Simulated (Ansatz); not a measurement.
Reactions of C2H8SSn, SMILES `C[S][SnH2][CH3]`.

Isolated molecules relaxed with PBE0-D4/def2-TZVP in Ansatz; ΔE leaves out vibrations. CCSD(T)/CBS adds triple-zeta CCSD(T) − MP2 to the extrapolated MP2 energy (def2 sets, frozen cores). This one scheme is used for every species. Elements past krypton have def2 core potentials. For Sn, W outer-core shells are correlated without core-valence functions, which leaves a few kJ/mol of doubt a bond. Each species was taken in one conformer, which may not be the lowest.

Problem. Order these by ΔE at CCSD(T)/CBS, lowest first. (Best estimate.)
A. `C[S][SnH2][CH3]` + `CC(C)CF` → `C[S][SnH]([CH3])[F]` + `CC(C)C`
B. `C[S][SnH2][CH3]` + H₂ → `[CH3][SnH3]` + CH₃SH
C. `C[S][SnH2][CH3]` + `C[SiH3]` → `C[SiH2][SnH2][CH3]` + CH₃SH
D. `C[S][SnH2][CH3]` + `O[SiH](O)O` → `CO[SiH](O)O` + `C[S][SnH3]`
E. `C[S][SnH2][CH3]` + `CB(N)F` → `[CH3][SnH2][B](N)F` + `CSC`
F. `C[S][SnH2][CH3]` + `[NH2][W]([OH])(=[S])=[S]` → `C[O][W]([NH2])(=[S])=[S]` + `C[S][SnH3]`

Solution. A (-1.59 eV), C (+0.39 eV), B (+0.48 eV), F (+0.81 eV), D (+0.96 eV), E (+1.29 eV).

Largest T1 diagnostic: 0.022, for `[NH2][W]([OH])(=[S])=[S]`.
